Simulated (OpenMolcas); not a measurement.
# Ce²⁺: the spin-orbit constant, worked from levels

```
Program             : OpenMolcas
Basis               : ANO-RCC-VTZP [8s7p5d3f2g1h]
Scalar Hamiltonian  : DKH2, point nucleus
Active space        : 8 electrons in 10 orbitals (RAS1 5p, at most 2 holes; RAS2 4f)
State averaging     : 2S+1 = 3 even, 21 roots; 2S+1 = 1 even, 27 roots
Spin-orbit coupling : RASSI with atomic mean-field integrals over the reference wave functions, term energies averaged over their components
```

Methods: RASSCF; SS-RASPT2, IPEA 0.25 Eh, imaginary shift 0.1 Eh (closed shells correlated: 5s). Measured levels: Martin, Zalubas and Hagan, Atomic Energy Levels: The Rare-Earth Elements, NSRDS-NBS 60 (1978).

**The spin-orbit constant.** For the Hund term 3H of f2, E(J) = (A/2) J(J+1) + constant and ζ = 2S·A = 2A. From J = 4 to J = 6 the energy changes by 11 A.

```tsv
Source	E(6) - E(4)	A	ζ
RASSCF	3385.7	307.8	616
SS-RASPT2	3625.5	329.6	659
measured	3127.1	284.3	569
```

All in cm-1. SS-RASPT2 is off by +15.9 % and RASSCF by +8.3 %. Both methods take the spin-orbit matrix elements from the reference wave functions, so the second can move ζ only through the term energies and any multistate remixing. Second-order mixing with other terms is absorbed into this ζ.

Term energies are means over components that CASPT2 splits; among the terms shown or strongly mixed into the levels shown the widest spread is 74 cm-1 (4f2 3H, SS-RASPT2). High states are left out of the spin-orbit mixing, which shifts the levels that they would mix with. Active for correlation alone: 5p; no level in the range computed is led by a configuration that opens it, so any true level of that kind is missing. Without dynamic correlation excited terms often stand tens of per cent too high (terms of higher spin than the ground term too low), and those without a measured partner can miss by more than the paired ones (holds for RASSCF). Some terms miss by over 15 % even with CASPT2, which points to a basis or an active space too small for the shells correlated (holds for SS-RASPT2). Computed and measured levels are paired by configuration, term and J; levels that our copy of the source lacks, or whose pairing is in doubt (as where it misses far off the trend of its configuration), stay unpaired and out of the deviations. Levels of configurations outside the active space are missing.
